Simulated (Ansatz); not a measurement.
H5GeSi, doublet, geometry from GFN2-xTB, with bond 6-2 at 2.4 times its length; SC-NEVPT2/STO-3G, CASSCF(3,5) run with Ansatz (a first-principles code).

The Ansatz input:
Ansatz 0.2 input:
```yaml
crystal:
  periodic: [false, false, false]
  atoms:
    - {symbol: Si, position_ang: [1.58178151, -0.15271127, 0.23030646]}
    - {symbol: Ge, position_ang: [-0.70706462, 0.06724412, -0.07025215]}
    - {symbol: H, position_ang: [2.36120287, 0.95916663, -0.32059560]}
    - {symbol: H, position_ang: [2.14218053, -1.39861284, -0.29931127]}
    - {symbol: H, position_ang: [-1.50706034, -0.33796656, 1.13732684]}
    - {symbol: H, position_ang: [-1.78635072, 3.45470871, -0.65782958]}
    - {symbol: H, position_ang: [-1.35842909, -0.71512920, -1.17856543]}
basis:
  gaussian:
    orbitals: STO-3G
correlation: {method: sc_nevpt2, electrons: all, active_space: {window: {electrons: 3, orbitals: 5}}}
magnetization: {spin_polarized: false, initial_magnetization: 1}
```

The log (banner, timings and long lists left out):

```
Functional definition: HF
334 factors; integrals over basis functions are off by at most 3.6e-5 eV
mean field evaluation 1: about -63665.3628 eV, gradient 1.5e1 eV
mean field evaluation 2: about -63665.3682 eV, gradient 1.5e1 eV
mean field evaluation 4: about -63673.9580 eV, gradient 4.7e0 eV
mean field evaluation 8: about -63674.5406 eV, gradient 5.7e-1 eV
mean field evaluation 16: about -63671.8529 eV, gradient 4.8e0 eV
mean field -63674.54503410 eV, -2339.9963698465 hartree, gradient 3.5e-6 eV, S^2 0.750000; 0 other end points of the search recorded, 0 dependent functions left out
reference -63674.54503410 eV, -2339.9963698465 hartree; 26, 25 occupied and 6, 7 virtual orbitals, 334 factors
state -63676.69302697 eV, -2340.0753071284 hartree
state -63676.69302697 eV, -2340.0753071284 hartree; corrected -63678.31052269 eV, -2340.1347489997 hartree
state -63676.69065475 eV, -2340.0752199508 hartree
state -63676.69065475 eV, -2340.0752199508 hartree; corrected -63678.32690092 eV, -2340.1353508887 hartree
state -63676.69065475 eV, -2340.0752199508 hartree; corrected -63678.32690092 eV, -2340.1353508887 hartree
WARN: the results are in doubt because another end's mean lies 0.002 eV lower, and its corrected mean 0.016 eV higher
Total energy: -63678.32690092 eV, -2340.1353508887 hartree
In doubt: another end's mean lies 0.002 eV lower, and its corrected mean 0.016 eV higher
```
